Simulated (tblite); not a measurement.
Record of a relaxation.

Compound: C7H14O3.
Numbering: `[CH3:1][CH2:2][C@@H:3]([CH3:4])[O:5][C:6](=[O:7])[C@H:8]([CH3:9])[OH:10]` (hydrogens: H11, H12, H13 on C1; H14, H15 on C2; H16 on C3; H17, H18, H19 on C4; H20 on C8; H21, H22, H23 on C9; H24 on O10)

Computed with GFN2-xTB (tblite), gas phase: L-BFGS steps from a force-field or distance-geometry start until the largest atomic force falls under 0.01 eV/Å. 7 of its 121 geometries are shown.

Step 0: E = -934.4632 eV, largest atomic force 1.578 eV/Å
```
atom  x, y, z in Å  |  force x, y, z in eV/Å
C1     -2.579    1.277    0.418   -0.746   0.364   0.273
C2     -2.351   -0.070   -0.246    0.410   0.030   0.368
C3     -1.064   -0.755    0.289   -0.928   0.091  -0.401
C4     -0.904   -2.122   -0.356    0.348  -0.826   0.482
O5      0.050    0.071   -0.071    0.919  -0.203   0.922
C6      1.159   -0.049    0.691   -0.267  -0.296   0.548
O7      1.273   -0.768    1.675   -0.202   0.901  -1.280
C8      2.281    0.898    0.228    0.449  -0.538   0.154
C9      2.592    0.710   -1.251   -0.131   0.414  -0.628
O10     3.480    0.671    0.959   -0.755  -0.189   0.267
H11    -3.521    1.717    0.043    0.421  -0.163   0.169
H12    -2.677    1.175    1.507    0.068  -0.020  -0.301
H13    -1.779    1.980    0.212    0.107  -0.082  -0.049
H14    -3.210   -0.719   -0.054    0.180  -0.020   0.022
H15    -2.274    0.087   -1.318    0.146  -0.125  -0.143
H16    -1.146   -0.846    1.389    0.260   0.043  -0.319
H17    -1.757   -2.773   -0.123    0.218   0.300  -0.076
H18     0.002   -2.625    0.021   -0.320   0.239  -0.041
H19    -0.797   -2.046   -1.429   -0.101   0.160  -0.195
H20     1.960    1.922    0.436   -0.254   0.250  -0.098
H21     2.881   -0.314   -1.458    0.040  -0.110   0.113
H22     1.724    0.956   -1.880    0.267  -0.039   0.337
H23     3.431    1.360   -1.538   -0.308  -0.198   0.182
H24     3.214    0.283    1.815    0.179   0.017  -0.306
```

Step 20: E = -934.6107 eV, largest atomic force 0.107 eV/Å
```
atom  x, y, z in Å  |  force x, y, z in eV/Å
C1     -2.565    1.284    0.433   -0.004   0.019  -0.004
C2     -2.316   -0.059   -0.241   -0.010   0.017   0.015
C3     -1.058   -0.753    0.277   -0.041  -0.025  -0.006
C4     -0.876   -2.134   -0.343   -0.010  -0.010  -0.012
O5      0.065    0.079   -0.074   -0.053  -0.010   0.032
C6      1.139   -0.006    0.684   -0.019  -0.006   0.003
O7      1.268   -0.715    1.654   -0.015  -0.021  -0.013
C8      2.254    0.924    0.228    0.031   0.025  -0.015
C9      2.576    0.703   -1.254    0.012   0.011  -0.016
O10     3.371    0.724    1.048    0.033  -0.030   0.031
H11    -3.482    1.724    0.051   -0.017   0.028   0.007
H12    -2.661    1.168    1.511    0.002  -0.029  -0.009
H13    -1.746    1.970    0.233    0.027  -0.007  -0.001
H14    -3.167   -0.720   -0.062    0.026  -0.004  -0.023
H15    -2.210    0.087   -1.318   -0.018  -0.016   0.032
H16    -1.083   -0.836    1.371   -0.012  -0.003  -0.023
H17    -1.732   -2.759   -0.106    0.000  -0.012   0.002
H18     0.021   -2.612    0.043    0.004   0.035   0.019
H19    -0.791   -2.041   -1.423    0.003  -0.021  -0.014
H20     1.891    1.957    0.363    0.008   0.017  -0.021
H21     2.873   -0.327   -1.437    0.005  -0.015   0.075
H22     1.704    0.936   -1.856   -0.023  -0.006   0.008
H23     3.396    1.353   -1.544    0.034   0.021   0.025
H24     3.117    0.070    1.724    0.035   0.043  -0.091
```

Step 40: E = -934.6192 eV, largest atomic force 0.028 eV/Å
```
atom  x, y, z in Å  |  force x, y, z in eV/Å
C1     -2.563    1.284    0.439   -0.006   0.009   0.003
C2     -2.334   -0.056   -0.248   -0.007  -0.003   0.001
C3     -1.076   -0.746    0.272    0.005  -0.011   0.011
C4     -0.867   -2.126   -0.341   -0.002  -0.018  -0.012
O5      0.037    0.109   -0.056    0.015  -0.010  -0.010
C6      1.127    0.000    0.679    0.016   0.000  -0.003
O7      1.278   -0.755    1.610    0.008  -0.013  -0.022
C8      2.235    0.948    0.231   -0.003   0.010  -0.003
C9      2.585    0.692   -1.239    0.000  -0.014  -0.002
O10     3.347    0.782    1.066    0.008   0.020  -0.011
H11    -3.466    1.755    0.062   -0.009   0.008  -0.005
H12    -2.666    1.147    1.513   -0.011   0.009   0.007
H13    -1.722    1.946    0.255   -0.008   0.016   0.004
H14    -3.184   -0.716   -0.073   -0.013  -0.014   0.008
H15    -2.232    0.092   -1.324    0.013   0.006  -0.005
H16    -1.113   -0.837    1.364   -0.007  -0.001   0.024
H17    -1.709   -2.764   -0.095   -0.015  -0.016  -0.005
H18     0.039   -2.579    0.054    0.014   0.012   0.013
H19    -0.780   -2.051   -1.422   -0.004   0.020  -0.019
H20     1.865    1.978    0.338   -0.001   0.014   0.002
H21     2.900   -0.341   -1.372    0.026  -0.006  -0.001
H22     1.721    0.888   -1.867   -0.005   0.004   0.006
H23     3.402    1.347   -1.527    0.000  -0.014  -0.001
H24     3.165    0.021    1.641   -0.011  -0.006   0.020
```

Step 60: E = -934.6230 eV, largest atomic force 0.018 eV/Å
```
atom  x, y, z in Å  |  force x, y, z in eV/Å
C1     -2.586    1.290    0.451   -0.002  -0.007  -0.002
C2     -2.343   -0.050   -0.233    0.002  -0.003  -0.002
C3     -1.084   -0.741    0.287    0.006  -0.004  -0.001
C4     -0.863   -2.110   -0.346   -0.006   0.003  -0.004
O5      0.022    0.129   -0.029    0.003  -0.008   0.004
C6      1.137   -0.020    0.659    0.010   0.000   0.006
O7      1.327   -0.831    1.534   -0.009   0.013  -0.001
C8      2.226    0.956    0.225    0.003   0.003  -0.015
C9      2.610    0.667   -1.232    0.007  -0.001   0.004
O10     3.322    0.837    1.088   -0.010   0.009  -0.005
H11    -3.479    1.760    0.049   -0.007   0.002   0.007
H12    -2.717    1.157    1.522   -0.002  -0.003   0.001
H13    -1.742    1.955    0.286   -0.004  -0.005   0.005
H14    -3.193   -0.713   -0.067    0.007  -0.002   0.001
H15    -2.231    0.103   -1.307   -0.005  -0.004   0.000
H16    -1.124   -0.847    1.379    0.003   0.010  -0.004
H17    -1.697   -2.764   -0.110   -0.007   0.001  -0.002
H18     0.049   -2.557    0.043   -0.005   0.006   0.002
H19    -0.778   -2.017   -1.426   -0.003   0.010  -0.002
H20     1.830    1.979    0.299    0.008  -0.007   0.002
H21     2.957   -0.360   -1.329   -0.002   0.002  -0.001
H22     1.750    0.823   -1.879    0.013  -0.012   0.005
H23     3.414    1.334   -1.528   -0.002   0.001   0.002
H24     3.179    0.040    1.624    0.004  -0.005   0.002
```

Step 80: E = -934.6248 eV, largest atomic force 0.018 eV/Å
```
atom  x, y, z in Å  |  force x, y, z in eV/Å
C1     -2.617    1.282    0.474    0.001  -0.002   0.005
C2     -2.353   -0.047   -0.223    0.004   0.004  -0.002
C3     -1.084   -0.730    0.284    0.002   0.007  -0.001
C4     -0.868   -2.095   -0.361    0.000   0.008   0.002
O5      0.020    0.142   -0.036    0.003   0.001   0.003
C6      1.137   -0.009    0.649   -0.004  -0.012   0.004
O7      1.325   -0.821    1.523    0.003   0.002   0.000
C8      2.230    0.963    0.213   -0.013  -0.005  -0.002
C9      2.649    0.636   -1.227   -0.004  -0.002  -0.003
O10     3.307    0.876    1.104    0.000   0.009  -0.013
H11    -3.512    1.747    0.070    0.004  -0.002   0.004
H12    -2.757    1.134    1.542    0.006  -0.004   0.004
H13    -1.779    1.959    0.326    0.000  -0.006  -0.001
H14    -3.193   -0.723   -0.059    0.009  -0.003  -0.005
H15    -2.248    0.116   -1.296   -0.003   0.005  -0.002
H16    -1.114   -0.841    1.375   -0.006   0.002  -0.003
H17    -1.710   -2.744   -0.135    0.010  -0.002  -0.006
H18     0.038   -2.553    0.028   -0.005   0.003  -0.002
H19    -0.778   -1.989   -1.440   -0.004  -0.003   0.005
H20     1.831    1.984    0.252    0.004   0.004   0.001
H21     3.029   -0.382   -1.286   -0.005   0.001   0.013
H22     1.797    0.745   -1.891    0.006  -0.001  -0.010
H23     3.438    1.319   -1.530    0.001  -0.004  -0.006
H24     3.200    0.051    1.605   -0.009  -0.001   0.015
```

Step 100: E = -934.6274 eV, largest atomic force 0.018 eV/Å
```
atom  x, y, z in Å  |  force x, y, z in eV/Å
C1     -2.644    1.260    0.535    0.002   0.001   0.000
C2     -2.362   -0.032   -0.224   -0.004   0.009   0.004
C3     -1.086   -0.714    0.262   -0.007   0.008   0.002
C4     -0.863   -2.072   -0.393   -0.005  -0.001  -0.002
O5      0.014    0.162   -0.060   -0.003   0.002  -0.009
C6      1.128    0.019    0.632   -0.010   0.002   0.003
O7      1.306   -0.776    1.523    0.011   0.005   0.007
C8      2.229    0.973    0.181   -0.006  -0.005  -0.002
C9      2.696    0.568   -1.224    0.000  -0.007   0.001
O10     3.276    0.931    1.110    0.009   0.015  -0.004
H11    -3.558    1.722    0.170    0.010  -0.005  -0.004
H12    -2.760    1.060    1.598   -0.001   0.003  -0.007
H13    -1.825    1.962    0.402   -0.003  -0.003   0.001
H14    -3.193   -0.726   -0.093    0.009  -0.004   0.001
H15    -2.257    0.180   -1.289    0.002   0.006   0.007
H16    -1.107   -0.832    1.353   -0.001  -0.008   0.006
H17    -1.700   -2.728   -0.174   -0.003  -0.008  -0.001
H18     0.046   -2.526   -0.005    0.002  -0.005  -0.011
H19    -0.771   -1.956   -1.470   -0.002  -0.005  -0.007
H20     1.831    1.995    0.153   -0.005   0.003  -0.001
H21     3.096   -0.443   -1.206   -0.014   0.002  -0.001
H22     1.863    0.618   -1.921    0.010  -0.001   0.009
H23     3.481    1.246   -1.547   -0.001  -0.004   0.001
H24     3.148    0.133    1.648    0.011  -0.003   0.006
```

Step 120: E = -934.6298 eV, largest atomic force 0.009 eV/Å
```
atom  x, y, z in Å  |  force x, y, z in eV/Å
C1     -2.660    1.236    0.598    0.004   0.001  -0.003
C2     -2.362   -0.016   -0.218   -0.005   0.000   0.004
C3     -1.083   -0.713    0.241   -0.001   0.002  -0.001
C4     -0.871   -2.056   -0.449    0.003   0.001  -0.002
O5      0.014    0.167   -0.077   -0.003   0.002   0.001
C6      1.119    0.057    0.637    0.001   0.000  -0.007
O7      1.293   -0.702    1.559   -0.001   0.001  -0.001
C8      2.219    0.997    0.153   -0.005   0.002  -0.004
C9      2.731    0.484   -1.202    0.002  -0.001   0.001
O10     3.239    1.052    1.110   -0.003   0.000  -0.003
H11    -3.580    1.701    0.253    0.006   0.000  -0.001
H12    -2.774    0.987    1.651   -0.004  -0.002  -0.008
H13    -1.851    1.954    0.499    0.007  -0.003   0.000
H14    -3.188   -0.722   -0.129    0.001  -0.005   0.008
H15    -2.249    0.248   -1.271   -0.004   0.002   0.008
H16    -1.093   -0.858    1.329    0.005   0.005  -0.003
H17    -1.694   -2.725   -0.216    0.001  -0.001  -0.004
H18     0.056   -2.508   -0.104    0.004  -0.003   0.004
H19    -0.816   -1.918   -1.527   -0.007   0.000  -0.006
H20     1.808    2.006    0.030    0.002   0.008   0.001
H21     3.107   -0.531   -1.097    0.001  -0.006  -0.003
H22     1.928    0.499   -1.933   -0.003  -0.003   0.004
H23     3.543    1.121   -1.541    0.001   0.003   0.005
H24     3.154    0.261    1.666   -0.004  -0.003   0.008
```

**Question.** Summarise the path.

**Answer.** The energy falls by 16.07 kJ/mol from step 0 to step 120; nine tenths of that is first reached at step 23. It falls at every step. The largest force goes from 1.578 to 0.009 eV/Å. Among the bonds O5–C6 changes most, from 1.351 to 1.320 Å; the atoms move by 0.251 Å rms after alignment.

What follows is the cost of the whole relaxation. Time: 0.94 s of wall time. Hardware: one thread of an Intel Xeon Platinum 8488C, on a shared host.
